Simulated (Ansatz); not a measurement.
Ansatz (a quantum-chemistry and plane-wave program) input (B3LYP-D3(BJ)/def2-TZVP):

Ansatz 0.2 input:
```yaml
crystal:
  periodic: [false, false, false]
  atoms:
    - {symbol: C, position_ang: [2.44205183, 0.52179049, -0.59620332]}
    - {symbol: C, position_ang: [1.49964173, -0.07061435, 0.46673631]}
    - {symbol: C, position_ang: [0.14089565, 0.51343107, 0.40214243]}
    - {symbol: C, position_ang: [-1.02527076, -0.25215002, 0.04792754]}
    - {symbol: O, position_ang: [-0.94619449, -1.45431377, -0.21376889]}
    - {symbol: C, position_ang: [-2.35615197, 0.47193234, 0.00139444]}
    - {symbol: H, position_ang: [2.52731750, 1.60534129, -0.49278681]}
    - {symbol: H, position_ang: [2.07478154, 0.30490105, -1.59999263]}
    - {symbol: H, position_ang: [3.44045445, 0.09297813, -0.49873292]}
    - {symbol: H, position_ang: [1.42650619, -1.15109698, 0.34500935]}
    - {symbol: H, position_ang: [1.92719462, 0.12643151, 1.45751216]}
    - {symbol: H, position_ang: [0.02114102, 1.57478152, 0.59773704]}
    - {symbol: H, position_ang: [-2.33219561, 1.26930015, -0.74552112]}
    - {symbol: H, position_ang: [-2.57679909, 0.93772302, 0.96475608]}
    - {symbol: H, position_ang: [-3.14584370, -0.23218651, -0.24981462]}
basis:
  gaussian:
    orbitals: def2-TZVP
hamiltonian:
  xc: b3lyp
  dispersion: d3bj
magnetization: {spin_polarized: true, initial_magnetization: 1}
phonons: {temperatures: {t_min: 298.15, t_max: 298.15, t_step: 100}}
```

Output:

```
Functional definition: B3LYP
integrals: 0.16 GiB planned
1447 factors; their error is unknown
0.33 GiB of the device are held for the grids
1.30 GiB of device memory are held for the factors and their scratch space
mean field: 1.55 GiB planned
mean field evaluation 1: about -7367.5757 eV, gradient 5.5e1 eV
mean field evaluation 2: about -7359.2343 eV, gradient 7.0e1 eV
mean field evaluation 4: about -7380.8048 eV, gradient 5.3e0 eV
mean field evaluation 8: about -7380.9186 eV, gradient 1.7e-1 eV
mean field evaluation 16: about -7380.8930 eV, gradient 6.7e-3 eV
mean field -7380.89299485 eV, -271.2428146118 hartree, gradient 7.4e-5 eV, S^2 0.762045; 0 other end points of the search recorded, 0 dependent functions left out
the calculation of the forces begins
reference -7380.89330096 eV, -271.2428258610 hartree; 24, 23 occupied and 216, 217 virtual orbitals, 1447 factors
these checks for a lower state are left out or cut short: stability, starts, cluster_reference, orbital_swaps, neighbouring_geometries, increment
integrals: 0.16 GiB planned
1447 factors; their error is unknown
0.33 GiB of the device are held for the grids
1.30 GiB of device memory are held for the factors and their scratch space
mean field: 1.55 GiB planned
mean field -7380.89288900 eV, -271.2428107220 hartree, gradient 1.7e-6 eV, S^2 0.762045; 0 other end points of the search recorded, 0 dependent functions left out
the calculation of the forces begins
reference -7380.89319508 eV, -271.2428219700 hartree; 24, 23 occupied and 216, 217 virtual orbitals, 1447 factors
these checks for a lower state are left out or cut short: stability, starts, cluster_reference, orbital_swaps, neighbouring_geometries, increment
integrals: 0.16 GiB planned
1447 factors; their error is unknown
0.33 GiB of the device are held for the grids
1.30 GiB of device memory are held for the factors and their scratch space
mean field: 1.55 GiB planned
mean field evaluation 32: about -7380.8928 eV, gradient 6.2e-3 eV
mean field -7380.89278607 eV, -271.2428069391 hartree, gradient 1.8e-6 eV, S^2 0.762046; 0 other end points of the search recorded, 0 dependent functions left out
the calculation of the forces begins
reference -7380.89309220 eV, -271.2428181895 hartree; 24, 23 occupied and 216, 217 virtual orbitals, 1447 factors
these checks for a lower state are left out or cut short: stability, starts, cluster_reference, orbital_swaps, neighbouring_geometries, increment
integrals: 0.16 GiB planned
1447 factors; their error is unknown
0.33 GiB of the device are held for the grids
1.30 GiB of device memory are held for the factors and their scratch space
mean field: 1.56 GiB planned
mean field -7380.89283852 eV, -271.2428088666 hartree, gradient 1.7e-6 eV, S^2 0.762040; 0 other end points of the search recorded, 0 dependent functions left out
the calculation of the forces begins
reference -7380.89314461 eV, -271.2428201152 hartree; 24, 23 occupied and 216, 217 virtual orbitals, 1447 factors
these checks for a lower state are left out or cut short: stability, starts, cluster_reference, orbital_swaps, neighbouring_geometries, increment
integrals: 0.16 GiB planned
1447 factors; their error is unknown
0.33 GiB of the device are held for the grids
1.30 GiB of device memory are held for the factors and their scratch space
mean field: 1.55 GiB planned
mean field -7380.89281998 eV, -271.2428081855 hartree, gradient 1.7e-6 eV, S^2 0.762051; 0 other end points of the search recorded, 0 dependent functions left out
[...]
mean field -7380.89300514 eV, -271.2428149899 hartree, gradient 1.8e-6 eV, S^2 0.762048; 0 other end points of the search recorded, 0 dependent functions left out
the calculation of the forces begins
reference -7380.89331127 eV, -271.2428262401 hartree; 24, 23 occupied and 216, 217 virtual orbitals, 1447 factors
these checks for a lower state are left out or cut short: stability, starts, cluster_reference, orbital_swaps, neighbouring_geometries, increment
integrals: 0.16 GiB planned
1447 factors; their error is unknown
0.33 GiB of the device are held for the grids
1.30 GiB of device memory are held for the factors and their scratch space
mean field: 1.55 GiB planned
mean field -7380.89297659 eV, -271.2428139409 hartree, gradient 1.7e-6 eV, S^2 0.762043; 0 other end points of the search recorded, 0 dependent functions left out
the calculation of the forces begins
reference -7380.89328274 eV, -271.2428251916 hartree; 24, 23 occupied and 216, 217 virtual orbitals, 1447 factors
these checks for a lower state are left out or cut short: stability, starts, cluster_reference, orbital_swaps, neighbouring_geometries, increment
integrals: 0.16 GiB planned
1447 factors; their error is unknown
0.33 GiB of the device are held for the grids
1.30 GiB of device memory are held for the factors and their scratch space
mean field: 1.55 GiB planned
mean field -7380.89295482 eV, -271.2428131406 hartree, gradient 1.6e-6 eV, S^2 0.762047; 0 other end points of the search recorded, 0 dependent functions left out
the calculation of the forces begins
reference -7380.89326088 eV, -271.2428243882 hartree; 24, 23 occupied and 216, 217 virtual orbitals, 1447 factors
these checks for a lower state are left out or cut short: stability, starts, cluster_reference, orbital_swaps, neighbouring_geometries, increment
integrals: 0.16 GiB planned
1447 factors; their error is unknown
0.33 GiB of the device are held for the grids
1.30 GiB of device memory are held for the factors and their scratch space
mean field: 1.56 GiB planned
mean field -7380.89292078 eV, -271.2428118897 hartree, gradient 3.2e-6 eV, S^2 0.762044; 0 other end points of the search recorded, 0 dependent functions left out
the calculation of the forces begins
reference -7380.89322692 eV, -271.2428231403 hartree; 24, 23 occupied and 216, 217 virtual orbitals, 1447 factors
these checks for a lower state are left out or cut short: stability, starts, cluster_reference, orbital_swaps, neighbouring_geometries, increment
integrals: 0.16 GiB planned
1447 factors; their error is unknown
0.33 GiB of the device are held for the grids
1.30 GiB of device memory are held for the factors and their scratch space
mean field: 1.56 GiB planned
mean field evaluation 608: about -7380.8929 eV, gradient 1.7e-6 eV
mean field -7380.89290447 eV, -271.2428112905 hartree, gradient 1.7e-6 eV, S^2 0.762047; 0 other end points of the search recorded, 0 dependent functions left out
the calculation of the forces begins
reference -7380.89321054 eV, -271.2428225382 hartree; 24, 23 occupied and 216, 217 virtual orbitals, 1447 factors
these checks for a lower state are left out or cut short: stability, starts, cluster_reference, orbital_swaps, neighbouring_geometries, increment
integrals: 0.16 GiB planned
1447 factors; their error is unknown
0.33 GiB of the device are held for the grids
1.30 GiB of device memory are held for the factors and their scratch space
mean field: 1.55 GiB planned
mean field -7380.89290850 eV, -271.2428114384 hartree, gradient 3.2e-6 eV, S^2 0.762041; 0 other end points of the search recorded, 0 dependent functions left out
the calculation of the forces begins
reference -7380.89321458 eV, -271.2428226869 hartree; 24, 23 occupied and 216, 217 virtual orbitals, 1447 factors
these checks for a lower state are left out or cut short: stability, starts, cluster_reference, orbital_swaps, neighbouring_geometries, increment
integrals: 0.16 GiB planned
1447 factors; their error is unknown
0.33 GiB of the device are held for the grids
1.30 GiB of device memory are held for the factors and their scratch space
mean field: 1.56 GiB planned
mean field -7380.89295644 eV, -271.2428132001 hartree, gradient 3.2e-6 eV, S^2 0.762049; 0 other end points of the search recorded, 0 dependent functions left out
the calculation of the forces begins
reference -7380.89326256 eV, -271.2428244500 hartree; 24, 23 occupied and 216, 217 virtual orbitals, 1447 factors
these checks for a lower state are left out or cut short: stability, starts, cluster_reference, orbital_swaps, neighbouring_geometries, increment
integrals: 0.16 GiB planned
1447 factors; their error is unknown
0.33 GiB of the device are held for the grids
1.30 GiB of device memory are held for the factors and their scratch space
mean field: 1.56 GiB planned
mean field -7380.89294108 eV, -271.2428126359 hartree, gradient 3.2e-6 eV, S^2 0.762046; 0 other end points of the search recorded, 0 dependent functions left out
the calculation of the forces begins
reference -7380.89324717 eV, -271.2428238844 hartree; 24, 23 occupied and 216, 217 virtual orbitals, 1447 factors
these checks for a lower state are left out or cut short: stability, starts, cluster_reference, orbital_swaps, neighbouring_geometries, increment
integrals: 0.16 GiB planned
1447 factors; their error is unknown
0.33 GiB of the device are held for the grids
1.30 GiB of device memory are held for the factors and their scratch space
mean field: 1.56 GiB planned
mean field -7380.89294256 eV, -271.2428126900 hartree, gradient 3.2e-6 eV, S^2 0.762044; 0 other end points of the search recorded, 0 dependent functions left out
the calculation of the forces begins
reference -7380.89324868 eV, -271.2428239399 hartree; 24, 23 occupied and 216, 217 virtual orbitals, 1447 factors
these checks for a lower state are left out or cut short: stability, starts, cluster_reference, orbital_swaps, neighbouring_geometries, increment
integrals: 0.16 GiB planned
1447 factors; their error is unknown
0.33 GiB of the device are held for the grids
1.30 GiB of device memory are held for the factors and their scratch space
mean field: 1.55 GiB planned
mean field evaluation 640: about -7380.8930 eV, gradient 4.5e-4 eV
mean field -7380.89297240 eV, -271.2428137867 hartree, gradient 3.2e-6 eV, S^2 0.762045; 0 other end points of the search recorded, 0 dependent functions left out
the calculation of the forces begins
reference -7380.89327850 eV, -271.2428250356 hartree; 24, 23 occupied and 216, 217 virtual orbitals, 1447 factors
these checks for a lower state are left out or cut short: stability, starts, cluster_reference, orbital_swaps, neighbouring_geometries, increment
integrals: 0.16 GiB planned
1447 factors; their error is unknown
0.33 GiB of the device are held for the grids
1.30 GiB of device memory are held for the factors and their scratch space
mean field: 1.55 GiB planned
mean field -7380.89297977 eV, -271.2428140577 hartree, gradient 3.2e-6 eV, S^2 0.762045; 0 other end points of the search recorded, 0 dependent functions left out
the calculation of the forces begins
reference -7380.89328589 eV, -271.2428253072 hartree; 24, 23 occupied and 216, 217 virtual orbitals, 1447 factors
Total energy: -7381.39160231 eV, -271.2611380979 hartree
Atom 0 at     2.442052     0.521790    -0.596203 Å, force     0.000108     0.000093    -0.000050 eV/Å
Atom 1 at     1.499642    -0.070614     0.466736 Å, force     0.000629    -0.000242     0.000017 eV/Å
Atom 2 at     0.140896     0.513431     0.402142 Å, force    -0.000678     0.000196     0.000979 eV/Å
Atom 3 at    -1.025271    -0.252150     0.047928 Å, force    -0.000562     0.001138    -0.000262 eV/Å
Atom 4 at    -0.946194    -1.454314    -0.213769 Å, force     0.000087    -0.000618    -0.000319 eV/Å
Atom 5 at    -2.356152     0.471932     0.001394 Å, force     0.000264    -0.000697     0.000721 eV/Å
Atom 6 at     2.527318     1.605341    -0.492787 Å, force    -0.000188     0.000049    -0.000131 eV/Å
Atom 7 at     2.074782     0.304901    -1.599993 Å, force     0.000049    -0.000078     0.000040 eV/Å
Atom 8 at     3.440454     0.092978    -0.498733 Å, force     0.000007    -0.000010     0.000003 eV/Å
Atom 9 at     1.426506    -1.151097     0.345009 Å, force     0.000058    -0.000071    -0.000037 eV/Å
Atom 10 at     1.927195     0.126432     1.457512 Å, force    -0.000277    -0.000110    -0.000088 eV/Å
Atom 11 at     0.021141     1.574782     0.597737 Å, force     0.000248     0.000017    -0.000376 eV/Å
Atom 12 at    -2.332196     1.269300    -0.745521 Å, force    -0.000117    -0.000009    -0.000150 eV/Å
Atom 13 at    -2.576799     0.937723     0.964756 Å, force     0.000026     0.000143    -0.000309 eV/Å
Atom 14 at    -3.145844    -0.232187    -0.249815 Å, force     0.000347     0.000198    -0.000039 eV/Å
Dipole moment:     0.152551     0.597377     0.138044 e Å
Vibrations: 11.39 27.56 107.10 201.40 276.87 347.49 421.58 518.91 595.93 701.39 764.61 869.73 925.47 974.41 1018.42 1041.35 1072.51 1158.54 1220.61 1279.70 1331.22 1387.57 1404.56 1446.38 1472.61 1477.69 1477.98 1497.52 1504.27 1603.73 2996.80 3034.09 3034.42 3086.95 3087.23 3104.28 3108.32 3141.86 3149.49 cm⁻¹, zero-point energy 3.464239 eV
```

It need not be the lowest isomer of its formula.
